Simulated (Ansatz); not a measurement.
Reaction (ligand exchange at a Zn–O bond): `[CH3][Zn][O][AlH][NH2]` + `N=CO` → `[CH3][Zn][O]C=N` + `[NH2][AlH][OH]`

Program: Ansatz. Geometries: PBE0-D4/def2-TZVP. ΔE: electronic, gas phase. CCSD(T)/CBS is the MP2 limit (def2-TZVPP, def2-QZVPP) plus CCSD(T) − MP2 in def2-TZVPP, frozen cores. This one scheme is used for every species. DFT in def2-TZVPP. For Zn outer-core shells are correlated without core-valence functions, which leaves a few kJ/mol of doubt a bond. Scalar relativity is left out up to krypton. One conformer a species, not always the lowest.

Is it downhill or uphill in electronic energy at CCSD(T)/CBS, and by how much? (Best estimate.)

Ansatz gave: Uphill: ΔE = +21.8 kJ/mol.

What do these levels give: BLYP-D4, BHLYP-D4, r2SCAN, r2SCAN0, BHLYP, CCSD/CBS(def2)? (Estimate.)

The calculation gave: BLYP-D4 18.3, BHLYP-D4 21.1, r2SCAN 20.9, r2SCAN0 21.3, BHLYP 21.6, CCSD/CBS(def2) 22.5 kJ/mol.

Largest T1 diagnostic among the species: 0.016.

Leaving LDA and LC-ωPBE aside and taking each functional with its dispersion term where it has one, the values, not all of them listed here, spread over 7.6 kJ/mol, from revPBE-D4 to CAM-B3LYP-D4. LDA lies +3.6 kJ/mol from PBE without D4. At CCSD(T), def2-SVP lies +5.2 kJ/mol from the extrapolated value and def2-TZVPP −0.1 kJ/mol.
